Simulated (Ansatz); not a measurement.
Basis sets compared for (BeO)3 ring (Be₃O₃). Charge 0, multiplicity 1. Geometry PBE0-D4/def2-SVP. Ansatz on 4 threads of Intel Xeon on a shared host; times are rough, and most runs start from earlier orbitals.

```xyz
6

Be   -0.791    0.443   -0.915
O    -1.559    0.171    0.306
Be   -0.466   -0.306    1.162
O     0.981   -0.550    1.135
Be    1.257   -0.138   -0.247
O     0.578    0.379   -1.441
```

Binding counts from free atoms (Be singlet, O triplet) in the same basis, without a counterpoise term.

| level | functions | energy (Eh) | HOMO (eV) | LUMO (eV) | binding per atom (eV) | wall time |
| --- | --- | --- | --- | --- | --- | --- |
| HF/STO-3G | 30 | -265.2041 | -9.18 | 4.61 | 3.34 | 1.1 s |
| HF/6-31G | 54 | -268.7235 | -12.71 | 1.65 | 3.09 | 0.87 s |
| PBE-D4/def2-SVP | 69 | -269.6601 | -7.21 | -2.26 | 4.90 | 1.4 s |
| PBE0-D4/def2-SVP | 69 | -269.6610 | -8.76 | -1.43 | 4.67 | 2.2 s |

Estimate the rows for PBE-D4/def2-TZVP (with forces), PBE0-D4/def2-TZVP.


```csv
level,functions,energy (Eh),HOMO (eV),LUMO (eV),binding per atom (eV),wall time
PBE-D4/def2-TZVP (with forces),150,-270.0002,-7.01,-2.25,4.93,3.4 s
PBE0-D4/def2-TZVP,150,-270.0058,-8.53,-1.46,4.73,3.4 s
```
